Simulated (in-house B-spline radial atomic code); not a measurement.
# Yb²⁺: [He] 2s2 (2p1/2)2 (2p3/2)3 3s2 3p6 (3d3/2)4 (3d5/2)5 4s2 4p6 4d10 4f14 5s2 5p6 6s2 (with a hole in an inner shell)

Method: Dirac-Hartree-Fock, average of the jj configuration, Fermi nucleus of rms radius 5.3108 fm. Calculated with a B-spline radial code for spherical atoms.

Z_r = [3n² - l(l+1)]/(2<r>); Z_e = n√(-2ε); the last column is Slater's effective charge. Values are occupation-weighted means over j. An effective charge above Z reflects the relativistic contraction of the inner shells.

| shell | electrons | ε (eV) | <r> (bohr) | Z_r | Z_e | Slater |
| --- | --- | --- | --- | --- | --- | --- |
| 1s | 2 | -62091 | 0.01965 | 76.34 | 67.55 | 69.70 |
| 2s | 2 | -10836 | 0.08231 | 72.90 | 56.44 | 66.20 |
| 2p | 5 | -9732.4 | 0.07302 | 68.47 | 53.49 | 66.20 |
| 3s | 2 | -2565.4 | 0.2129 | 63.42 | 41.19 | 59.60 |
| 3p | 6 | -2190 | 0.2114 | 59.13 | 38.06 | 59.60 |
| 3d | 9 | -1724.4 | 0.192 | 54.68 | 33.77 | 50.20 |
| 4s | 2 | -563 | 0.4789 | 50.11 | 25.73 | 44.10 |
| 4p | 6 | -434.48 | 0.5052 | 45.53 | 22.60 | 44.10 |
| 4d | 10 | -256.93 | 0.5406 | 38.85 | 17.38 | 32.85 |
| 5s | 2 | -98.151 | 1.168 | 32.11 | 13.43 | 14.35 |
| 5p | 6 | -63.04 | 1.348 | 27.07 | 10.76 | 14.35 |
| 4f | 14 | -55.765 | 0.6479 | 27.78 | 8.10 | 21.45 |
| 6s | 2 | -21.447 | 3.023 | 17.86 | 7.53 | 4.85 |

The least bound orbital is 6s1/2 at -21.45 eV, and it is also the most diffuse (<r> = 3.023 bohr). The part-filled 2p shell lies below the filled 6s shell in orbital energy.

For the 1s electron the small component carries 6.9 % of the norm, the zero-frequency Breit interaction raises the level by 198.9 eV, self-energy by 124.3 eV, and vacuum polarisation lowers it by 22.16 eV.
